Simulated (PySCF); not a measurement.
1-fluorobicyclo[2.2.2]octane, C₈H₁₃F.
Z-matrix (Å and degrees, GFN2-xTB geometry), rows numbered from 1:
```
F 
C   1  1.3944
C   2  1.5253  1  108.73
C   3  1.5368  2  108.59  1  -178.97
C   4  1.5298  3  109.64  2    -1.82
C   5  1.5296  4  109.39  3   -58.88
C   2  1.5255  1  108.72  3   120.16
C   5  1.5298  4  109.56  3    60.91
C   2  1.5254  1  108.76  3  -119.90
H   3  1.0910  2  108.96  1    59.46
H   3  1.0910  2  108.83  1   -57.52
H   4  1.0910  3  110.40  2  -122.46
H   4  1.0909  3  110.50  2   118.82
H   5  1.0944  4  109.48  3  -178.95
H   6  1.0908  5  109.42  4  -177.52
H   6  1.0908  5  109.39  4   -59.99
H   7  1.0909  2  108.78  1    59.91
H   7  1.0908  2  108.97  1   -57.11
H   8  1.0909  5  109.24  4  -179.53
H   8  1.0908  5  109.56  4    62.98
H   9  1.0910  2  108.91  1    59.91
H   9  1.0908  2  108.94  1   -57.07
```

Definitions: NICS(0) = −σiso at the ring centroid; NICS(1) = −σiso and NICS(1)zz = −σzz at ±1 Å along the ring normal z. Level: GIAO PBE0/pcSseg-1 (PySCF, non-relativistic, gas phase) on the GFN2-xTB geometry, one conformer.

Ring bond lengths (Å), with Mayer bond orders in brackets: C2–C3 1.525 (1.00), C3–C4 1.537 (1.01), C4–C5 1.530 (1.02), C5–C6 1.530 (1.02), C6–C7 1.537 (1.01), C7–C2 1.525 (1.00); C2–C3 1.525 (1.00), C3–C4 1.537 (1.01), C4–C5 1.530 (1.02), C5–C8 1.530 (1.02), C8–C9 1.537 (1.01), C9–C2 1.525 (1.00).

Question: Give the NICS values of each ring in ppm.

Answer: 
```
             ring                                            type  NICS(0)  NICS(1), two faces  NICS(1)zz, two faces  rms pucker (Å)  centre to ring atoms, mean (Å)
C2–C3–C4–C5–C6–C7  6-membered carbocycle; formal bonds all single     -5.5         -8.5 / -2.0           -13.2 / 0.7            0.34                            1.44
C2–C3–C4–C5–C8–C9  6-membered carbocycle; formal bonds all single     -5.5         -2.0 / -8.5           0.7 / -13.2            0.34                            1.44
```

Question: What can be read from them?

Answer: 
- C2–C3–C4–C5–C6–C7: mean NICS(1)zz -6.3 ppm, shielded. C2, C3, C4, C5, C6, C7 have four or more neighbours, so the value isn't read as a sign of a π ring current. The two faces differ by 13.9 ppm, so no symmetry operation interchanges them.
- C2–C3–C4–C5–C8–C9: mean NICS(1)zz -6.3 ppm, shielded. C2, C3, C4, C5, C8, C9 have four or more neighbours, so the value isn't read as a sign of a π ring current. The two faces differ by 13.9 ppm, so no symmetry operation interchanges them.

On one thread, Arm Neoverse V2, shared host, this took 44 s. This is the whole shielding run at PBE0/pcSseg-1, SCF included.
